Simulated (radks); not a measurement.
Isoelectronic series with 4 electrons, all held in the configuration [He] 2s2, which need not be the ground one along the series. All-electron calculation, Dirac Kohn-Sham, PBE, spin-unpolarised, spherical densities, finite nucleus; Fermi nuclear charge, rms radius of each element as measured or else 0.836 A^(1/3) + 0.57 fm. Program: a radial shooting solver on a logarithmic mesh with Libxc functionals. Total energies (hartree) and mean radii <r> (bohr):

| ion | E (hartree) | 2s1/2 | 1s1/2 |
|---|---|---|---|
| Be | -14.63287 | 2.603 | 0.4208 |
| B+ | -24.30114 | 1.779 | 0.3291 |
| C2+ | -36.47795 | 1.361 | 0.2701 |
| N3+ | -51.16299 | 1.105 | 0.2290 |
| O4+ | -68.35793 | 0.9307 | 0.1986 |
| F5+ | -88.06536 | 0.8043 | 0.1754 |
| Ne6+ | -110.28849 | 0.7082 | 0.1570 |
| Mg8+ | -162.29726 | 0.5718 | 0.1297 |
| Al9+ | -192.09176 | 0.5215 | 0.1193 |
